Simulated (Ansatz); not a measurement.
A short molecular-dynamics run on CH5ClSSn, SMILES `C[S][SnH2][Cl]`.

```yaml
crystal:
  periodic: [false, false, false]
  atoms:
    - {symbol: C, position_ang: [-0.021298, 1.370980, -0.867942]}
    - {symbol: S, position_ang: [1.368306, 0.253962, -0.511116]}
    - {symbol: Sn, position_ang: [0.266773, -1.276864, 0.931154]}
    - {symbol: Cl, position_ang: [-1.504286, -2.211087, -0.279848]}
    - {symbol: H, position_ang: [-0.840882, 0.834619, -1.344838]}
    - {symbol: H, position_ang: [-0.373289, 1.872919, 0.033190]}
    - {symbol: H, position_ang: [0.360652, 2.120700, -1.560631]}
    - {symbol: H, position_ang: [1.326889, -2.533906, 1.354183]}
    - {symbol: H, position_ang: [-0.494465, -0.477626, 2.228747]}
basis:
  gaussian: {orbitals: def2-SVP}
hamiltonian: {xc: {name: PBE}}
md: {timestep: 0.5 fs, n_steps: 50, ensemble: nvt_langevin, temperature: 500, initial_velocities: maxwell_boltzmann, friction: 0.01, seed: 404}
```

```sh
$ ansatz run in.yaml --threads 2 --pin off --events-out ev --progress --plain --max-ram 32768MiB --backend cpu
```

```tsv
step	time (fs)	potential energy (eV)	kinetic (eV)	T (K)	conserved (eV)
0	0.0	-30289.5181	0.5170	444	–
1	0.5	-30289.4997	0.5173	445	–
2	1.0	-30289.4620	0.4815	414	–
3	1.5	-30289.4132	0.4539	390	–
4	2.0	-30289.3655	0.4510	388	–
5	2.5	-30289.3371	0.4559	392	–
6	3.0	-30289.3368	0.4471	384	–
7	3.5	-30289.3527	0.4640	399	–
8	4.0	-30289.3613	0.4820	414	–
9	4.5	-30289.3476	0.4839	416	–
10	5.0	-30289.3092	0.4585	394	–
11	5.5	-30289.2555	0.4520	389	–
12	6.0	-30289.2002	0.3753	323	–
13	6.5	-30289.1546	0.3231	278	–
14	7.0	-30289.1263	0.3073	264	–
15	7.5	-30289.1200	0.3006	258	–
16	8.0	-30289.1382	0.3301	284	–
17	8.5	-30289.1774	0.3653	314	–
18	9.0	-30289.2298	0.4128	355	–
19	9.5	-30289.2868	0.4640	399	–
20	10.0	-30289.3380	0.5308	456	–
21	10.5	-30289.3683	0.5693	489	–
22	11.0	-30289.3670	0.5638	485	–
23	11.5	-30289.3308	0.5402	464	–
24	12.0	-30289.2651	0.5079	437	–
25	12.5	-30289.1913	0.4315	371	–
26	13.0	-30289.1432	0.3964	341	–
27	13.5	-30289.1402	0.3881	334	–
28	14.0	-30289.1753	0.4654	400	–
29	14.5	-30289.2314	0.5686	489	–
30	15.0	-30289.2799	0.6249	537	–
31	15.5	-30289.2981	0.6317	543	–
32	16.0	-30289.2879	0.6451	555	–
33	16.5	-30289.2597	0.6191	532	–
34	17.0	-30289.2222	0.6096	524	–
35	17.5	-30289.1818	0.6117	526	–
36	18.0	-30289.1462	0.5640	485	–
37	18.5	-30289.1232	0.5239	450	–
38	19.0	-30289.1208	0.5313	457	–
39	19.5	-30289.1377	0.5482	471	–
40	20.0	-30289.1690	0.5471	470	–
41	20.5	-30289.2106	0.5604	482	–
42	21.0	-30289.2587	0.6138	528	–
43	21.5	-30289.3030	0.6498	559	–
44	22.0	-30289.3289	0.6578	565	–
45	22.5	-30289.3223	0.6186	532	–
46	23.0	-30289.2763	0.6151	529	–
47	23.5	-30289.1962	0.5613	482	–
48	24.0	-30289.1072	0.5005	430	–
49	24.5	-30289.0488	0.4386	377	–
50	25.0	-30289.0517	0.4439	382	–
```

Velocities are drawn at the set temperature; a run this short doesn't reach equilibrium.

Frames (Å, forces in eV/Å):

```xyz
9
time=0.0 fs
C    -0.021    1.371   -0.868    0.151   -0.129    0.057
S     1.368    0.254   -0.511    0.681    0.134   -0.293
Sn    0.267   -1.277    0.931    0.110   -0.087    0.393
Cl   -1.504   -2.211   -0.280   -0.539   -0.294   -0.360
H    -0.841    0.835   -1.345   -0.471   -0.271   -0.259
H    -0.373    1.873    0.033   -0.226    0.304    0.472
H     0.361    2.121   -1.561    0.189    0.405   -0.366
H     1.327   -2.534    1.354    0.237   -0.229    0.083
H    -0.494   -0.478    2.229   -0.133    0.167    0.273
9
time=1.0 fs
C    -0.031    1.373   -0.863    0.937   -0.884   -1.740
S     1.370    0.254   -0.507    0.532    0.246   -0.237
Sn    0.268   -1.277    0.930    0.237   -0.353    0.578
Cl   -1.506   -2.209   -0.280   -0.525   -0.292   -0.363
H    -0.836    0.835   -1.363   -0.434   -0.322   -0.274
H    -0.407    1.851   -0.011   -0.691    1.135    1.907
H     0.379    2.103   -1.576    0.000    0.298   -0.069
H     1.342   -2.566    1.346   -0.025    0.094    0.015
H    -0.519   -0.465    2.220   -0.032    0.076    0.183
9
time=2.0 fs
C    -0.039    1.376   -0.859    1.515   -1.487   -3.251
S     1.372    0.255   -0.503    0.384    0.376   -0.188
Sn    0.269   -1.277    0.929    0.303   -0.560    0.779
Cl   -1.509   -2.206   -0.282   -0.504   -0.287   -0.360
H    -0.836    0.828   -1.380   -0.212   -0.233   -0.187
H    -0.447    1.837   -0.044   -1.079    1.728    2.895
H     0.396    2.090   -1.593   -0.244    0.125    0.290
H     1.361   -2.595    1.337   -0.253    0.374   -0.036
H    -0.543   -0.453    2.215    0.090   -0.035    0.058
9
time=3.0 fs
C    -0.047    1.378   -0.857    1.423   -1.439   -3.422
S     1.374    0.255   -0.498    0.251    0.513   -0.147
Sn    0.271   -1.277    0.928    0.358   -0.754    0.942
Cl   -1.511   -2.203   -0.283   -0.480   -0.283   -0.357
H    -0.836    0.817   -1.397    0.060   -0.077   -0.055
H    -0.503    1.836   -0.054   -0.871    1.563    2.546
H     0.411    2.082   -1.607   -0.478   -0.022    0.614
H     1.380   -2.623    1.333   -0.455    0.621   -0.084
H    -0.566   -0.443    2.210    0.193   -0.121   -0.037
9
time=4.0 fs
C    -0.053    1.379   -0.858    0.610   -0.759   -2.191
S     1.375    0.256   -0.493    0.157    0.627   -0.133
Sn    0.273   -1.278    0.927    0.351   -0.882    1.073
Cl   -1.514   -2.200   -0.285   -0.453   -0.276   -0.349
H    -0.835    0.805   -1.411    0.215    0.030    0.029
H    -0.569    1.847   -0.037    0.051    0.720    1.015
H     0.421    2.075   -1.616   -0.625   -0.056    0.794
H     1.395   -2.646    1.328   -0.596    0.798   -0.113
H    -0.587   -0.432    2.206    0.289   -0.201   -0.125
9
time=5.0 fs
C    -0.059    1.380   -0.861   -0.308   -0.169   -0.904
S     1.376    0.257   -0.488    0.083    0.739   -0.137
Sn    0.274   -1.278    0.927    0.279   -0.943    1.177
Cl   -1.516   -2.198   -0.287   -0.424   -0.268   -0.341
H    -0.831    0.793   -1.426    0.332    0.153    0.134
H    -0.635    1.866   -0.010    1.016   -0.114   -0.429
H     0.428    2.074   -1.614   -0.685   -0.026    0.828
H     1.402   -2.664    1.323   -0.673    0.904   -0.122
H    -0.605   -0.420    2.201    0.380   -0.277   -0.206
9
time=6.0 fs
C    -0.066    1.379   -0.863   -1.008    0.016   -0.009
S     1.377    0.259   -0.482    0.015    0.836   -0.145
Sn    0.276   -1.279    0.926    0.187   -0.960    1.223
Cl   -1.519   -2.196   -0.288   -0.391   -0.259   -0.330
H    -0.827    0.781   -1.441    0.414    0.266    0.232
H    -0.695    1.885    0.010    1.663   -0.651   -1.275
H     0.427    2.071   -1.602   -0.620    0.135    0.668
H     1.404   -2.672    1.318   -0.700    0.942   -0.118
H    -0.621   -0.410    2.193    0.440   -0.326   -0.245
9
time=7.0 fs
C    -0.073    1.379   -0.865   -1.361   -0.025    0.559
S     1.377    0.261   -0.475   -0.041    0.926   -0.176
Sn    0.277   -1.280    0.926    0.086   -0.944    1.207
Cl   -1.521   -2.193   -0.291   -0.357   -0.252   -0.319
H    -0.822    0.772   -1.453    0.411    0.315    0.268
H    -0.736    1.898    0.018    1.965   -0.929   -1.625
H     0.422    2.072   -1.584   -0.482    0.336    0.418
H     1.402   -2.670    1.315   -0.676    0.912   -0.105
H    -0.630   -0.404    2.180    0.455   -0.337   -0.228
9
time=8.0 fs
C    -0.083    1.380   -0.867   -1.342   -0.152    0.897
S     1.377    0.263   -0.468   -0.095    1.011   -0.218
Sn    0.279   -1.281    0.926   -0.051   -0.864    1.138
Cl   -1.524   -2.191   -0.293   -0.324   -0.245   -0.305
H    -0.814    0.765   -1.459    0.301    0.283    0.207
H    -0.755    1.904    0.011    1.989   -1.019   -1.620
H     0.414    2.075   -1.564   -0.332    0.516    0.151
H     1.390   -2.657    1.315   -0.579    0.792   -0.073
H    -0.633   -0.399    2.165    0.434   -0.323   -0.176
9
time=9.0 fs
C    -0.095    1.379   -0.869   -0.873   -0.206    0.920
S     1.377    0.266   -0.460   -0.142    1.084   -0.265
Sn    0.280   -1.282    0.926   -0.209   -0.726    1.023
Cl   -1.526   -2.189   -0.296   -0.294   -0.236   -0.291
H    -0.802    0.760   -1.464    0.065    0.148    0.036
H    -0.753    1.901   -0.014    1.737   -0.934   -1.281
H     0.405    2.084   -1.545   -0.241    0.559   -0.020
H     1.369   -2.639    1.319   -0.419    0.597   -0.028
H    -0.629   -0.396    2.150    0.375   -0.284   -0.094
9
time=10.0 fs
C    -0.106    1.377   -0.870   -0.050   -0.380    0.417
S     1.377    0.267   -0.453   -0.197    1.151   -0.314
Sn    0.281   -1.284    0.927   -0.371   -0.553    0.849
Cl   -1.529   -2.186   -0.299   -0.263   -0.227   -0.274
H    -0.790    0.756   -1.471   -0.139    0.013   -0.134
H    -0.735    1.888   -0.054    1.140   -0.602   -0.481
H     0.394    2.100   -1.526   -0.190    0.473   -0.119
H     1.347   -2.616    1.322   -0.218    0.344    0.034
H    -0.621   -0.395    2.133    0.288   -0.220    0.022
9
time=11.0 fs
C    -0.119    1.375   -0.872    1.065   -0.971   -0.796
S     1.377    0.269   -0.447   -0.245    1.217   -0.372
Sn    0.282   -1.285    0.928   -0.563   -0.339    0.630
Cl   -1.533   -2.183   -0.302   -0.230   -0.218   -0.257
H    -0.783    0.746   -1.483   -0.177    0.036   -0.166
H    -0.708    1.868   -0.099    0.117    0.071    0.860
H     0.382    2.120   -1.506   -0.176    0.310   -0.182
H     1.324   -2.592    1.324    0.032    0.026    0.118
H    -0.611   -0.394    2.114    0.177   -0.132    0.165
9
time=12.0 fs
C    -0.130    1.372   -0.874    2.347   -1.840   -2.406
S     1.377    0.272   -0.440   -0.282    1.281   -0.447
Sn    0.282   -1.287    0.928   -0.806   -0.068    0.404
Cl   -1.537   -2.180   -0.305   -0.195   -0.207   -0.237
H    -0.779    0.736   -1.496   -0.171    0.107   -0.110
H    -0.678    1.849   -0.136   -1.156    0.968    2.523
H     0.364    2.138   -1.491   -0.131    0.150   -0.239
H     1.297   -2.568    1.330    0.325   -0.341    0.218
H    -0.600   -0.391    2.097    0.069   -0.049    0.294
9
time=13.0 fs
C    -0.139    1.367   -0.877    3.168   -2.276   -3.427
S     1.378    0.274   -0.433   -0.308    1.332   -0.544
Sn    0.283   -1.288    0.929   -1.049    0.196    0.144
Cl   -1.540   -2.178   -0.308   -0.157   -0.194   -0.217
H    -0.779    0.730   -1.510   -0.175    0.151   -0.044
H    -0.658    1.835   -0.150   -1.946    1.500    3.558
H     0.344    2.158   -1.479   -0.106   -0.046   -0.237
H     1.268   -2.548    1.340    0.629   -0.725    0.326
H    -0.589   -0.392    2.081   -0.056    0.062    0.442
9
time=14.0 fs
C    -0.146    1.361   -0.882    2.880   -1.618   -2.913
S     1.378    0.277   -0.425   -0.313    1.364   -0.662
Sn    0.283   -1.290    0.929   -1.217    0.349   -0.058
Cl   -1.545   -2.175   -0.311   -0.115   -0.181   -0.196
H    -0.781    0.727   -1.527   -0.158    0.201    0.064
H    -0.654    1.836   -0.130   -1.592    1.037    2.929
H     0.327    2.181   -1.472   -0.153   -0.328   -0.128
H     1.244   -2.538    1.357    0.832   -0.985    0.400
H    -0.581   -0.392    2.067   -0.164    0.160    0.564
9
time=15.0 fs
C    -0.151    1.354   -0.890    1.797   -0.422   -1.239
S     1.379    0.280   -0.417   -0.314    1.379   -0.789
Sn    0.283   -1.292    0.930   -1.260    0.330   -0.163
Cl   -1.550   -2.174   -0.313   -0.066   -0.163   -0.169
H    -0.788    0.723   -1.546   -0.074    0.287    0.228
H    -0.669    1.845   -0.084   -0.536   -0.060    1.113
H     0.310    2.201   -1.466   -0.181   -0.542   -0.028
H     1.226   -2.540    1.383    0.874   -1.039    0.407
H    -0.572   -0.392    2.061   -0.242    0.229    0.641
9
time=16.0 fs
C    -0.154    1.346   -0.900    0.827    0.467    0.387
S     1.381    0.284   -0.408   -0.313    1.388   -0.914
Sn    0.283   -1.293    0.930   -1.199    0.166   -0.165
Cl   -1.555   -2.172   -0.316   -0.011   -0.144   -0.139
H    -0.796    0.719   -1.561   -0.006    0.329    0.344
H    -0.690    1.852   -0.029    0.336   -0.946   -0.516
H     0.287    2.217   -1.459   -0.124   -0.616   -0.016
H     1.218   -2.548    1.415    0.776   -0.907    0.346
H    -0.566   -0.392    2.059   -0.286    0.265    0.674
9
time=17.0 fs
C    -0.156    1.338   -0.909    0.150    0.843    1.464
S     1.382    0.289   -0.400   -0.311    1.387   -1.034
Sn    0.283   -1.295    0.931   -1.074   -0.101   -0.066
Cl   -1.561   -2.170   -0.318    0.048   -0.123   -0.105
H    -0.809    0.717   -1.573    0.098    0.364    0.454
H    -0.708    1.852    0.019    0.823   -1.412   -1.538
H     0.260    2.228   -1.452   -0.017   -0.589   -0.055
H     1.216   -2.566    1.449    0.572   -0.626    0.222
H    -0.563   -0.388    2.061   -0.289    0.257    0.658
9
time=18.0 fs
C    -0.158    1.332   -0.916   -0.291    0.902    2.121
S     1.382    0.295   -0.391   -0.295    1.374   -1.146
Sn    0.284   -1.297    0.932   -0.934   -0.388    0.081
Cl   -1.566   -2.168   -0.321    0.106   -0.104   -0.069
H    -0.823    0.717   -1.581    0.201    0.366    0.540
H    -0.720    1.839    0.058    1.044   -1.576   -2.114
H     0.232    2.235   -1.444    0.105   -0.499   -0.103
H     1.219   -2.587    1.485    0.341   -0.305    0.071
H    -0.558   -0.383    2.065   -0.277    0.229    0.621
9
time=19.0 fs
C    -0.160    1.326   -0.920   -0.553    0.770    2.475
S     1.381    0.301   -0.383   -0.256    1.351   -1.248
Sn    0.284   -1.298    0.932   -0.860   -0.599    0.277
Cl   -1.572   -2.166   -0.323    0.163   -0.083   -0.030
H    -0.838    0.718   -1.581    0.286    0.327    0.562
H    -0.721    1.811    0.082    1.082   -1.519   -2.343
H     0.204    2.239   -1.440    0.223   -0.380   -0.146
H     1.224   -2.607    1.517    0.140   -0.021   -0.072
H    -0.555   -0.376    2.076   -0.224    0.153    0.526
9
time=20.0 fs
C    -0.163    1.321   -0.922   -0.642    0.574    2.501
S     1.380    0.307   -0.375   -0.197    1.304   -1.334
Sn    0.284   -1.300    0.933   -0.853   -0.701    0.535
Cl   -1.577   -2.164   -0.326    0.215   -0.065    0.006
H    -0.857    0.720   -1.574    0.380    0.270    0.533
H    -0.709    1.769    0.085    0.947   -1.286   -2.241
H     0.178    2.242   -1.439    0.301   -0.333   -0.152
H     1.231   -2.623    1.549   -0.033    0.219   -0.204
H    -0.557   -0.366    2.093   -0.118    0.017    0.355
9
time=21.0 fs
C    -0.165    1.316   -0.924   -0.446    0.359    2.198
S     1.379    0.314   -0.368   -0.141    1.250   -1.402
Sn    0.284   -1.302    0.934   -0.877   -0.743    0.751
Cl   -1.583   -2.162   -0.329    0.266   -0.045    0.043
H    -0.870    0.725   -1.562    0.378    0.118    0.378
H    -0.691    1.717    0.065    0.644   -0.892   -1.725
H     0.154    2.245   -1.440    0.354   -0.325   -0.133
H     1.234   -2.635    1.581   -0.149    0.381   -0.310
H    -0.557   -0.357    2.110   -0.030   -0.103    0.199
9
time=22.0 fs
C    -0.169    1.311   -0.924    0.192    0.052    1.313
S     1.378    0.321   -0.361   -0.078    1.174   -1.437
Sn    0.284   -1.303    0.934   -0.911   -0.761    0.922
Cl   -1.588   -2.161   -0.331    0.316   -0.021    0.080
H    -0.877    0.729   -1.548    0.249   -0.135    0.092
H    -0.670    1.658    0.025    0.039   -0.273   -0.550
H     0.134    2.245   -1.444    0.379   -0.331   -0.086
H     1.233   -2.646    1.605   -0.230    0.504   -0.393
H    -0.556   -0.351    2.129    0.046   -0.209    0.060
9
time=23.0 fs
C    -0.172    1.307   -0.922    1.307   -0.377   -0.312
S     1.377    0.328   -0.355   -0.028    1.078   -1.437
Sn    0.284   -1.305    0.935   -0.965   -0.722    1.063
Cl   -1.593   -2.160   -0.333    0.359    0.000    0.109
H    -0.878    0.735   -1.532    0.031   -0.458   -0.269
H    -0.649    1.599   -0.021   -0.936    0.531    1.388
H     0.120    2.240   -1.449    0.381   -0.318   -0.013
H     1.230   -2.655    1.624   -0.277    0.580   -0.448
H    -0.561   -0.346    2.146    0.128   -0.313   -0.081
9
time=24.0 fs
C    -0.173    1.302   -0.919    2.443   -0.870   -2.130
S     1.376    0.336   -0.350    0.034    0.951   -1.412
Sn    0.284   -1.307    0.936   -1.041   -0.614    1.156
Cl   -1.599   -2.158   -0.335    0.399    0.018    0.135
H    -0.878    0.737   -1.518   -0.138   -0.711   -0.568
H    -0.633    1.545   -0.053   -2.005    1.258    3.474
H     0.109    2.231   -1.451    0.380   -0.213    0.030
H     1.225   -2.657    1.637   -0.279    0.587   -0.470
H    -0.566   -0.343    2.165    0.207   -0.406   -0.216
9
time=25.0 fs
C    -0.172    1.297   -0.919    2.522   -1.204   -2.516
S     1.374    0.345   -0.346    0.105    0.800   -1.361
Sn    0.283   -1.309    0.938   -1.102   -0.495    1.142
Cl   -1.605   -2.157   -0.337    0.440    0.037    0.159
H    -0.878    0.729   -1.515   -0.091   -0.737   -0.627
H    -0.634    1.502   -0.055   -2.274    1.443    3.945
H     0.103    2.217   -1.454    0.398    0.055    0.006
H     1.214   -2.656    1.645   -0.239    0.542   -0.464
H    -0.569   -0.346    2.178    0.240   -0.440   -0.285
```

Run time 110 s (2 threads of a server CPU on a shared host); peak host memory 0.43 GiB.
